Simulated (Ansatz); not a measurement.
SiS+, multiplicity 2 (lowest of 2S+1 = 2, 4 at CCSD(T)/def2-TZVPP on PBE0 minima; our sources give no spin for the ground state, which may be another), most abundant isotopes (27.9769 and 31.9721 u). Constants from fifth-degree fits in 1/R to seven points on the lowest solution found; no spin–orbit coupling, no relativity up to Kr; ω_e x_e and α_e move by some per cent with the fit.

Cores are frozen in the correlated methods. CBS: X⁻³ extrapolation of the correlation energy, Hartree–Fock from the larger set.

Programs: Ansatz (a quantum-chemistry and plane-wave program). 

| level | r_e (Å) | ω_e (cm⁻¹) | ω_e x_e (cm⁻¹) | α_e (cm⁻¹) |
|---|---|---|---|---|
| PBE/def2-TZVPP | 2.0956 | 568.2 | 2.15 | 0.00143 |
| CCSD(T)/CBS(aug-cc-pV(T+d)Z, aug-cc-pV(Q+d)Z) | 2.0676 | 602.6 | 2.25 | 0.00143 |

Problem. Derive the rotational constants, the centrifugal constant, the fundamental, the zero-point energy and the force constant.

Solution. 
μ = 14.92069 u.
- PBE/def2-TZVPP: B_e = 16.8576/(μ r_e²) = 0.25726 cm⁻¹; B₀ = B_e − α_e/2 = 0.25655 cm⁻¹; D = 4B_e³/ω_e² = 2.11e-07 cm⁻¹; fundamental ω_e − 2ω_e x_e = 564 cm⁻¹; zero-point energy ω_e/2 − ω_e x_e/4 = 284 cm⁻¹; k = μ(2πcω_e)² = 284 N/m
- CCSD(T)/CBS(aug-cc-pV(T+d)Z, aug-cc-pV(Q+d)Z): B_e = 16.8576/(μ r_e²) = 0.26428 cm⁻¹; B₀ = B_e − α_e/2 = 0.26356 cm⁻¹; D = 4B_e³/ω_e² = 2.03e-07 cm⁻¹; fundamental ω_e − 2ω_e x_e = 598 cm⁻¹; zero-point energy ω_e/2 − ω_e x_e/4 = 301 cm⁻¹; k = μ(2πcω_e)² = 319 N/m
